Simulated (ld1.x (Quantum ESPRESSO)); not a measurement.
# Kr (Z = 36): excitation energies, all-electron against TM

ld1.x (Quantum ESPRESSO) 7.5 input, shortened:

```
&input
   title='Kr', zed=36., rel=1, dft='BLYP', iswitch=3,
   config='[Ar] 3d10 4s2 4p3'
 /
 &inputp
   pseudotype=2, tm=.true., lloc=0,
   nlcc=.true., rcore=0.95
 /
2
4P  2  1   3.00   0.00  1.30  1.30  0.0
4S  1  0   2.00   0.00  1.20  1.20  0.0
 &test
   configts(1)='4s2 4p3'
 /
```

Energies are relative to the spin-unpolarised reference configuration 4s2 4p3; without spin polarisation the order of configurations can differ from experiment.

| valence configuration | charge | ΔE all-electron (eV) | error AE − PS (meV) |
| --- | --- | --- | --- |
| 4s2 4p6 | 0 | -76.070 | -302 |
| 4s2 4p4 | +2 | -36.932 | -34 |
| 4s2 4p2 | +4 | 49.715 | -40 |
| 4s1 4p6 | +1 | -47.395 | -108 |

Task: What are ΔE and the potential's error for 4s2 4p5?

Result: ΔE = -61.944 eV all-electron; the error (AE − PS) is -147 meV.

Task: What are ΔE and the potential's error for 4s2 4p5.5?

Result: ΔE = -70.294 eV all-electron; the error (AE − PS) is -223 meV.

Levels in the configuration 4s2 4p2:

```tsv
level	all-electron (eV)	pseudo (eV)
4s	-72.848	-72.945
4p	-56.373	-56.427
```

Note: ghost state, extra bound levels that the all-electron valence spectrum of the same l lacks: p at -100.5 eV. A true bound ghost makes a file unfit for plane-wave use.
